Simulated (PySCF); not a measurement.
## Dipole response of Cl⁻ (chlorine, charge -1)

[Ar], closed-shell 1S. Computed with PySCF 2.14 in aug-cc-pV(5+d)Z, with the non-relativistic Hamiltonian (point nucleus). Coupled (time-dependent) response in atomic units; α is the mean over directions.

```json
{"method": "UHF", "mean α (bohr³)": "29.47", "C₆ (like pair)": "255.9", "S(−4)": "263.1"}
{"method": "PBE0", "mean α (bohr³)": "34.12", "C₆ (like pair)": "307.6", "S(−4)": "394.2"}
{"method": "r2SCAN0", "mean α (bohr³)": "33.46", "C₆ (like pair)": "307.0", "S(−4)": "354.0"}
{"method": "MN15", "mean α (bohr³)": "35.69", "C₆ (like pair)": "320.1", "S(−4)": "451.0"}
```

S(−4) is the Cauchy moment in α(ω) = α(0) + S(−4) ω² + …

α(iu) at UHF:

```tsv
u (hartree)	α(iu) (bohr³)
0	29.47
0.0500	28.83
0.100	27.14
0.200	22.44
0.300	17.93
0.500	11.56
0.750	7.194
1.00	4.838
1.50	2.582
2.00	1.598
3.00	0.7955
5.00	0.3305
```

A single London oscillator, α(iu) = α/(1 + u²/ω²), gives C₆ = (3/4) ω α². Matching the computed C₆ needs ω = 4 × 255.9 / (3 × 29.47²) = 0.393 hartree.

For an ion, C₆ is the dispersion term alone; charge-induced terms of lower order in 1/R come first.
